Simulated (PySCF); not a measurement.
**Successive ionisation energies of tellurium**

Calculated with PySCF 2.14, two-component X2C-1e (Gaussian nucleus, no Breit or QED terms), each ion in its own even-tempered basis; GMP2 freezes the deep shells of the larger ions and drops the highest virtual spinors; eV.

```csv
ion,configuration,GHF (spin-free),GHF (screened spin-orbit),GMP2 (screened spin-orbit),NIST,kind
Te²⁹⁺,[Ar] 3d5,1721.2,1710.9,1709.9,1707 ± 4,theoretical
Te³⁰⁺,[Ar] 3d4,1800.4,1801.5,1802.6,1803 ± 4,theoretical
Te³¹⁺,[Ar] 3d3,1886.5,1887.6,1888.0,1889 ± 4,theoretical
Te³²⁺,[Ar] 3d2,1974.2,1979.9,1979.7,1979 ± 4,theoretical
Te³³⁺,[Ar] 3d1,2057.9,2066.2,2065.9,2066 ± 5,theoretical
Te³⁴⁺,[Ar],2330.6,2309.9,2310.7,2309 ± 5,theoretical
Te³⁵⁺,[Ne] 3s2 3p5,2405.8,2387.4,2388.4,2386 ± 5,theoretical
Te³⁶⁺,[Ne] 3s2 3p4,2481.7,2473.3,2473.6,2472 ± 5,theoretical
Te³⁷⁺,[Ne] 3s2 3p3,2584.8,2553.8,2554.1,2552 ± 4,theoretical
Te³⁸⁺,[Ne] 3s2 3p2,2662.4,2700.8,2702.6,2700 ± 4,theoretical
Te³⁹⁺,[Ne] 3s2 3p1,2741.5,2790.4,2790.6,2788 ± 4,theoretical
Te⁴⁰⁺,[Ne] 3s2,2955.1,2955.1,2958.5,2954 ± 4,theoretical
```
